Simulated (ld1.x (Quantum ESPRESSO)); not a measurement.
Plane-wave convergence, TM potential for carbon (C)

```
Element                 : carbon
Generator               : ld1.x (Quantum ESPRESSO) 7.5
Type                    : norm-conserving Troullier–Martins (Kleinman–Bylander form)
Functional              : LDA (PZ)
Relativity              : scalar-relativistic
Frozen core             : [He]
Valence charge          : 4
Reference configuration : 2s2 2p2
Partial waves           : 2s (bound): rc 1.25 bohr; 2p (bound): rc 1.90 bohr; 3d channel at 0.3 Ry: rc 1.50 bohr
Local potential         : all-electron potential smoothed inside 0.95 bohr (lloc = -1)
Core correction         : none
```

The pseudo-atom Hamiltonian at the reference potential is diagonalised in spherical Bessel functions j_l(qr) that vanish at 20 bohr, with q² up to the cutoff. All-electron valence levels (Ry): 2s -1.0028, 2p -0.3984.

How do the lowest levels (Ry) of each channel move with the cutoff, and are there ghosts?

| cutoff (Ry) | s #1 | p #1 | d #1 | f #1 | f #2 | Σ f·Δε (mRy) |
| --- | --- | --- | --- | --- | --- | --- |
| 8 | -0.9386 | -0.1857 | 0.0740 | 0.1177 | 0.2546 | 553.8 |
| 12 | -0.9517 | -0.2658 | 0.0740 | 0.1177 | 0.2546 | 367.3 |
| 21 | -0.9858 | -0.3691 | 0.0740 | 0.1177 | 0.2546 | 92.6 |
| 30 | -0.9980 | -0.3957 | 0.0740 | 0.1177 | 0.2546 | 15.0 |
| 45 | -1.0012 | -0.3982 | 0.0740 | 0.1177 | 0.2546 | 3.6 |
| 55 | -1.0014 | -0.3983 | 0.0740 | 0.1177 | 0.2546 | 3.1 |
| 80 | -1.0025 | -0.3984 | 0.0740 | 0.1177 | 0.2546 | 0.7 |
| 100 | -1.0028 | -0.3984 | 0.0740 | 0.1177 | 0.2546 | 0.1 |
| 400 | -1.0028 | -0.3984 | 0.0740 | 0.1177 | 0.2546 | 0.0 |

Result: no extra level below or beside the all-electron valence levels (s, p, d, f tested); 10 mRy is reached at 35 Ry and 1 mRy at 80 Ry.

Its largest configuration-test error is +616 meV.
